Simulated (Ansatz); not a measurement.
Relaxation of C3H7BSSi (13 atoms, charge 0, multiplicity 1), to a largest force component of 0.02 eV/Å in at most 50 steps.

Theory: Ansatz 0.2.0, RKS B3LYP-D4/def2-SVP.

```xyz
13
Properties=species:S:1:pos:R:3
B 0.839 -2.202 -1.222
Si 0.977 -0.851 0.184
C -0.603 0.131 0.323
S -2.028 -0.675 0.758
C -0.550 1.409 0.118
C -0.534 2.719 -0.067
H -0.193 -2.223 -1.838
H 1.722 -2.870 -1.493
H 1.254 -1.518 1.499
H 2.106 0.049 -0.110
H -1.887 -0.511 2.161
H 0.401 3.196 -0.360
H -1.482 3.312 0.062
```

**Question.** Where does it end, and by what steps?

**Answer.** The run ended unconverged. The force dipped under the threshold on the way, but the program's further checks kept it going. After 49 steps the energy has fallen by 2.958 eV; H8 moved furthest, 2.09 Å. Joined: B1–S4.

| step | energy less start (eV) | largest force component (eV/Å) | accepted |
| --- | --- | --- | --- |
| 0 | 0.0000 | 2.008 | yes |
| 2 | -1.2750 | 1.332 | yes |
| 4 | -2.0047 | 1.208 | yes |
| 6 | -2.4617 | 0.611 | yes |
| 8 | -2.6004 | 0.329 | yes |
| 10 | -2.6099 | 0.389 | yes |
| 12 | -2.6243 | 0.157 | yes |
| 14 | -2.6272 | 0.092 | yes |
| 16 | -2.6267 | 0.160 | no |
| 18 | -2.6286 | 0.062 | yes |
| 20 | -2.6287 | 0.115 | no |
| 22 | -2.6293 | 0.006 | yes |
| 24 | -2.6296 | 0.036 | yes |
| 26 | -2.6298 | 0.034 | yes |
| 28 | -2.6301 | 0.043 | yes |
| 30 | -2.6308 | 0.098 | yes |
| 32 | -2.6281 | 0.375 | no |
| 34 | -2.6344 | 0.163 | yes |
| 36 | -2.6504 | 0.235 | yes |
| 38 | -2.6744 | 0.147 | yes |
| 40 | -2.7299 | 0.574 | yes |
| 42 | -2.8445 | 0.920 | yes |
| 44 | -2.9001 | 0.780 | yes |
| 46 | -2.9112 | 0.276 | no |
| 48 | -2.9534 | 0.071 | yes |
| 49 | -2.9576 | 0.049 | yes |

```xyz
13
Properties=species:S:1:pos:R:3
B 0.275 -2.164 -0.718
Si 1.371 -0.782 0.289
C -0.185 0.339 0.180
S -1.414 -0.964 -0.272
C -0.499 1.605 0.135
C -0.760 2.888 0.078
H 0.337 -2.046 -1.926
H 0.059 -3.280 -0.297
H 1.659 -1.013 1.742
H 2.570 -0.100 -0.289
H -1.653 -1.403 0.991
H -0.652 3.443 -0.861
H -1.089 3.442 0.964
```

Run time: 120 s on 2 threads of Intel(R) Xeon(R) 6975P-C (Granite Rapids), on a shared host, peak memory 0.34 GiB.
